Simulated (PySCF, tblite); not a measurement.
Isomers of C4H13ClOSi2. Calculated harmonic vibrations of the isolated species, GFN2-xTB (tblite), most abundant isotopes, no scaling. Against measured fundamentals such values can be off by several per cent, at times by over 20. Modes of hydrogen on silicon can be 10 to 20 % off. One conformer each.

Electronic energies: PBE0/pcSseg-1 single points on the GFN2-xTB geometries (PySCF, gas phase).

| SMILES | electronic energy, lowest = 0 (kJ/mol) |
| --- | --- |
| CC(C)[SiH2]OC[SiH2]Cl | 171.3 |
| C[C@H](C[SiH3])CO[SiH2]Cl | 179.2 |
| CCO[Si@](C)([SiH3])CCl | 248.2 |
| CCCC[Si@H](Cl)O[SiH3] | 0.0 |

Question: How do GFN2-xTB zero-point energies change the relative energies?

Answer: 
```json
{"SMILES": "CCCC[Si@H](Cl)O[SiH3]", "ZPE (kJ/mol)": "419.2", "of it from modes above 1550 cm⁻¹": "215.5", "electronic (kJ/mol)": "0.0", "with ZPE, lowest = 0 (kJ/mol)": "0.0", "lowest mode (cm⁻¹)": "15", "rings": "0"}
{"SMILES": "CC(C)[SiH2]OC[SiH2]Cl", "ZPE (kJ/mol)": "416.2", "of it from modes above 1550 cm⁻¹": "214.4", "electronic (kJ/mol)": "171.3", "with ZPE, lowest = 0 (kJ/mol)": "168.3", "lowest mode (cm⁻¹)": "17", "rings": "0"}
{"SMILES": "C[C@H](C[SiH3])CO[SiH2]Cl", "ZPE (kJ/mol)": "414.0", "of it from modes above 1550 cm⁻¹": "209.8", "electronic (kJ/mol)": "179.2", "with ZPE, lowest = 0 (kJ/mol)": "173.9", "lowest mode (cm⁻¹)": "27", "rings": "0"}
{"SMILES": "CCO[Si@](C)([SiH3])CCl", "ZPE (kJ/mol)": "414.7", "of it from modes above 1550 cm⁻¹": "219.9", "electronic (kJ/mol)": "248.2", "with ZPE, lowest = 0 (kJ/mol)": "243.6", "lowest mode (cm⁻¹)": "6i", "rings": "0"}
```

The zero-point energies span 5.2 kJ/mol, from `C[C@H](C[SiH3])CO[SiH2]Cl` to `CCCC[Si@H](Cl)O[SiH3]`. Slightly imaginary modes are left out of the zero-point energy: `CCO[Si@](C)([SiH3])CCl` 5.6i cm⁻¹. The order is unchanged.

Question: And how do the electronic energies of GFN2-xTB itself compare?

Answer: `CCCC[Si@H](Cl)O[SiH3]` 0.0; `CC(C)[SiH2]OC[SiH2]Cl` 190.3; `C[C@H](C[SiH3])CO[SiH2]Cl` 142.8; `CCO[Si@](C)([SiH3])CCl` 367.8 kJ/mol, lowest = 0. Against the energies above, taken from the same isomer `CCCC[Si@H](Cl)O[SiH3]`, the largest difference is 119.6 kJ/mol.
